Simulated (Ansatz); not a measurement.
Input file for germanium tetrachloride (`[Cl][Ge]([Cl])([Cl])[Cl]`):

```yaml
crystal:
  periodic: [false, false, false]
  atoms:
    - {symbol: Cl, position_ang: [-0.979009, -0.096347, 1.860618]}
    - {symbol: Ge, position_ang: [0.009970, -0.014727, -0.008289]}
    - {symbol: Cl, position_ang: [1.641552, -1.362157, -0.002361]}
    - {symbol: Cl, position_ang: [-1.341784, -0.550559, -1.545577]}
    - {symbol: Cl, position_ang: [0.719072, 1.950190, -0.345791]}
basis:
  gaussian: {orbitals: def2-SVP}
correlation: {method: ccsd_t}
```

```sh
$ ansatz run in.yaml --threads 4 --pin off --events-out ev --progress --plain --max-ram 10444MiB
```

Log, shortened:

```
Functional definition: HF
945 factors; integrals over basis functions are off by at most 4.9e-4 eV
mean field evaluation 1: about -106467.7542 eV, gradient 2.6e1 eV
mean field evaluation 2: about -106467.9742 eV, gradient 2.7e1 eV
mean field evaluation 4: about -106469.9883 eV, gradient 2.0e0 eV
mean field evaluation 8: about -106470.0167 eV, gradient 1.4e-1 eV
mean field evaluation 16: about -106470.0168 eV, gradient 2.6e-6 eV
mean field -106470.01683178 eV, -3912.7009505984 hartree, gradient 2.6e-6 eV, S^2 0.000000; 0 other end points of the search recorded, 0 dependent functions left out
29 core orbitals not correlated: weight in the atoms' cores, before any rotation towards them, 1.000 or more for the frozen orbitals, at most 0.000 for the correlated occupied ones
reference -106470.01683178 eV, -3912.7009505984 hartree; 21, 21 occupied and 54, 54 virtual orbitals, 945 factors
second order -20.26608397 eV of doubles, -0.00000000 eV of singles
cycle   1  -20.75554937 eV  change   -4.9e-1 eV  update   8.9e-2
cycle   2  -21.18879059 eV  change   -4.3e-1 eV  update   2.3e-2
cycle   3  -21.24435620 eV  change   -5.6e-2 eV  update   1.0e-2
cycle   4  -21.23939119 eV  change    5.0e-3 eV  update   1.7e-3
cycle   5  -21.23935978 eV  change    3.1e-5 eV  update   5.5e-4
cycle   6  -21.23889253 eV  change    4.7e-4 eV  update   1.6e-4
cycle   7  -21.23884537 eV  change    4.7e-5 eV  update   4.8e-5
perturbative correction -0.52178983 eV, -0.0191754228 hartree
Total energy: -106491.77746698 eV, -3913.5006391922 hartree
```

It took 2 s on 4 threads of an Intel Xeon 6975P-C on a shared host, with 0.36 GiB of host memory at the peak.

Correlation energy per correlated electron: -0.518 eV. T1 diagnostic: 0.0086.
